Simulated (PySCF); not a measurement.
PySCF input file for B(All)(F)(H) (C₃H₆BF), SMILES C=CCBF, IEF-PCM-ωB97X/def2-SVP. Geometry: PBE-D3(BJ)/def2-SVP. This is a generated structure with no PubChem entry under its InChIKey; it may be hypothetical. Other conformers were not sampled.

```python
import numpy as np
from pyscf import gto, scf, dft
from pyscf.solvent import pcm

mol = gto.M(
    atom='''
    B    -0.35861176    0.90005500    0.91593314
    C     0.44742182   -0.32298262    0.34428206
    C    -0.35857824   -1.21939842   -0.55292706
    C    -0.08272875   -1.48353788   -1.84221865
    H     0.73831031   -0.88607791    1.26927103
    H     1.39683707    0.00324392   -0.12987558
    H    -1.26467987   -1.66472913   -0.10207749
    H     0.80592413   -1.06067362   -2.34053775
    H    -0.73426101   -2.13385291   -2.44590883
    F     0.26180375    2.06105913    1.13997598
    H    -1.54199455    0.84779600    1.21486098
    ''',
    basis='def2-SVP',
    charge=0,
    spin=0,
    max_memory=1600,
    verbose=3,
)
mf = dft.RKS(mol, xc='wb97x').density_fit(auxbasis='def2-universal-jkfit')
mf.grids.level = 3
mf.conv_tol = 1e-9
mf.max_cycle = 100
mf.kernel()
res = {}
for name, eps in {'water': 78.355, 'diethylether': 4.24, 'acetone': 20.493}.items():
    s = mf.PCM()
    s.with_solvent.method, s.with_solvent.eps, s.with_solvent.lebedev_order = 'IEF-PCM', eps, 29
    s.kernel(mf.make_rdm1())
    res[name] = (s.e_tot, eps, s.dip_moment(), s.mo_energy, s.converged)
    print(f'{name}: electrostatic solvation free energy {(s.e_tot - mf.e_tot) * 627.509474:.3f} kcal/mol')
```

Output:

```
converged SCF energy = -242.407543930127

WARN: PCM is an experimental feature. It is still in testing.
Features and APIs may be changed in the future.

converged SCF energy = -242.411127560779
Dipole moment(X, Y, Z, Debye):  0.05172, -1.09320,  0.21304
water: electrostatic solvation free energy -2.249 kcal/mol

WARN: PCM is an experimental feature. It is still in testing.
Features and APIs may be changed in the future.

converged SCF energy = -242.409960031407
Dipole moment(X, Y, Z, Debye):  0.04184, -1.04842,  0.15428
diethylether: electrostatic solvation free energy -1.516 kcal/mol

WARN: PCM is an experimental feature. It is still in testing.
Features and APIs may be changed in the future.

converged SCF energy = -242.410915179682
Dipole moment(X, Y, Z, Debye):  0.04994, -1.08520,  0.20148
acetone: electrostatic solvation free energy -2.115 kcal/mol
```

The run converged.
